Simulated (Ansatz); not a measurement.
Relaxation of the cluster ScSi4⁻ with RKS r2SCAN-D4/def2-SVPD.

```sh
$ ansatz run in.yaml --threads 4 --pin off --events-out ev --progress --plain --max-ram 4787MiB
```

```yaml
crystal:
  periodic: [false, false, false]
  atoms:
    - {symbol: Sc, position_ang: [-0.202480, -1.626010, 1.857600]}
    - {symbol: Si, position_ang: [1.698050, -0.587580, 1.612720]}
    - {symbol: Si, position_ang: [-0.413630, 0.771220, -1.151270]}
    - {symbol: Si, position_ang: [-1.832300, 1.351700, -2.608910]}
    - {symbol: Si, position_ang: [0.750360, 0.090670, 0.289860]}
basis:
  gaussian: {orbitals: def2-SVPD}
total_charge: -1
hamiltonian: {xc: r2scan, dispersion: d4}
scf: {lower_state_search: "off"}
output: {orbitals: {seedname: orbitals}}
relax: {f_tol: 0.02, max_steps: 100}
```

It took 44 s on 4 threads of Arm Neoverse V1 on a shared host.

Positions (Å) and forces (eV/Å) at steps 1, 2, 3, 4, 5, 6, 7, 8, 10, 12, 13, 15 of 15:

```xyz
5
step=1 energy=-52187.6712 eV
Sc   -0.202   -1.626    1.858   -3.873   -2.433    0.882
Si    1.698   -0.588    1.613   11.485   -3.533   10.370
Si   -0.414    0.771   -1.151   -2.932    1.871   -3.819
Si   -1.832    1.352   -2.609   -0.261    0.100   -0.260
Si    0.750    0.091    0.290   -4.418    3.995   -7.173
5
step=2 energy=-52190.3717 eV
Sc   -0.253   -1.667    1.880   -1.416   -0.742    0.144
Si    1.846   -0.627    1.739    3.979   -0.898    3.198
Si   -0.471    0.815   -1.235   -0.738    0.760   -1.309
Si   -1.872    1.371   -2.653   -0.907    0.348   -0.903
Si    0.749    0.108    0.269   -0.918    0.532   -1.130
5
step=3 energy=-52191.1859 eV
Sc   -0.272   -1.684    1.891   -0.022    0.048   -0.070
Si    2.001   -0.658    1.859    0.912   -0.292    0.838
Si   -0.499    0.866   -1.311   -0.024    0.304   -0.380
Si   -1.949    1.415   -2.748   -0.245    0.066   -0.210
Si    0.717    0.061    0.309   -0.621   -0.126   -0.178
5
step=4 energy=-52191.4135 eV
Sc   -0.221   -1.743    1.990    0.386    0.335   -0.199
Si    2.039   -0.637    1.855    0.340   -0.220    0.446
Si   -0.387    0.998   -1.411    0.147    0.188   -0.149
Si   -1.977    1.412   -2.759   -0.075    0.026   -0.072
Si    0.546   -0.029    0.326   -0.798   -0.330   -0.026
5
step=5 energy=-52191.5489 eV
Sc   -0.155   -1.765    2.050    0.186   -0.072    0.186
Si    2.065   -0.622    1.849   -0.183    0.006   -0.105
Si   -0.300    1.092   -1.479    0.117   -0.123    0.211
Si   -1.984    1.413   -2.763    0.154   -0.014    0.099
Si    0.374   -0.119    0.343   -0.274    0.202   -0.391
5
step=6 energy=-52191.6018 eV
Sc   -0.092   -1.836    2.171    0.413    0.381   -0.240
Si    2.034   -0.546    1.742   -0.511   -0.141   -0.101
Si   -0.209    1.149   -1.501    0.186   -0.294    0.454
Si   -1.926    1.423   -2.743   -0.023    0.017   -0.033
Si    0.192   -0.189    0.331   -0.066    0.037   -0.080
5
step=7 energy=-52191.6539 eV
Sc    0.024   -1.855    2.254    0.094    0.118   -0.092
Si    1.980   -0.472    1.623   -0.066   -0.064    0.042
Si   -0.229    1.081   -1.428   -0.150   -0.004   -0.076
Si   -1.821    1.519   -2.804    0.147   -0.026    0.110
Si    0.046   -0.273    0.354   -0.025   -0.024    0.015
5
step=8 energy=-52191.6584 eV
Sc    0.060   -1.856    2.276    0.014    0.021   -0.018
Si    1.979   -0.459    1.608   -0.022   -0.011    0.001
Si   -0.278    1.050   -1.417    0.091   -0.095    0.163
Si   -1.779    1.562   -2.834   -0.107    0.057   -0.125
Si    0.019   -0.296    0.368    0.023    0.028   -0.021
5
step=10 energy=-52191.6530 eV rejected
Sc    0.187   -1.879    2.371   -0.002    0.011   -0.014
Si    2.001   -0.415    1.566   -0.011    0.019   -0.029
Si   -0.538    0.885   -1.356   -0.322    0.303   -0.537
Si   -1.621    1.779   -3.012    0.360   -0.305    0.560
Si   -0.029   -0.370    0.432   -0.024   -0.028    0.020
5
step=12 energy=-52191.6695 eV
Sc    0.195   -1.877    2.372    0.013    0.006    0.000
Si    1.989   -0.400    1.541   -0.032   -0.003   -0.013
Si   -0.534    0.887   -1.356   -0.087    0.082   -0.145
Si   -1.595    1.772   -2.989    0.099   -0.083    0.154
Si   -0.055   -0.382    0.432    0.006   -0.001    0.005
5
step=13 energy=-52191.6693 eV rejected
Sc    0.204   -1.879    2.379    0.008    0.003    0.001
Si    1.969   -0.386    1.514    0.115   -0.009    0.073
Si   -0.520    0.888   -1.350   -0.071    0.054   -0.103
Si   -1.582    1.768   -2.979    0.059   -0.044    0.085
Si   -0.071   -0.392    0.436   -0.110   -0.003   -0.055
5
step=15 energy=-52191.6710 eV
Sc    0.209   -1.877    2.380    0.000    0.001   -0.001
Si    1.978   -0.388    1.521    0.004    0.000    0.002
Si   -0.541    0.881   -1.353   -0.003   -0.001    0.000
Si   -1.572    1.777   -2.984    0.002    0.000    0.001
Si   -0.075   -0.393    0.435   -0.002    0.000   -0.002
```

The restricted singlet is unstable towards broken spin symmetry in Hartree–Fock (as tested in another run); at r2SCAN-D4/def2-SVPD this wasn't settled. The relaxation made no stability test and no search for a lower SCF solution. No other spin state of charge -1 was run. Another isomer (singlet) lies 2.31 eV lower at PBE0-D4/def2-TZVPD; other spin states weren't run for this one.
